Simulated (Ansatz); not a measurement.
Total energies of [MoO3F]- (MoO3F⁻) from Ansatz at PBE-D4/def2-TZVPD, gas phase (1 Eh = 27.2114 eV = 2625.5 kJ/mol). The reference geometry is relaxed at r2SCAN-D4/def2-SVPD.

| state | geometry | energy (Eh) |
| --- | --- | --- |
| charge -1 singlet | reference | -393.90821 |
| charge 0 doublet | reference | -393.72058 |
| charge 0 doublet | relaxed at r2SCAN-D4/def2-SVPD | -393.72393 |

In the def2 sets Mo takes a core potential; there is no spin–orbit coupling.

Task: Work out the vertical ionisation energy to the doublet.

Result: E(charge 0 doublet) − E(charge -1 singlet) = -393.72058 − (-393.90821) = 0.18763 Eh = 5.11 eV. For comparison, −ε of the highest occupied level is 1.82 eV at this level, 3.29 eV less.

Task: How much does the charge 0 doublet relax, and what is the adiabatic ionisation energy?

Result: Relaxation: -393.72058 − (-393.72393) = 0.00335 Eh = 0.09 eV. Adiabatic ionisation energy: 0.18428 Eh = 5.01 eV, without zero-point energy.
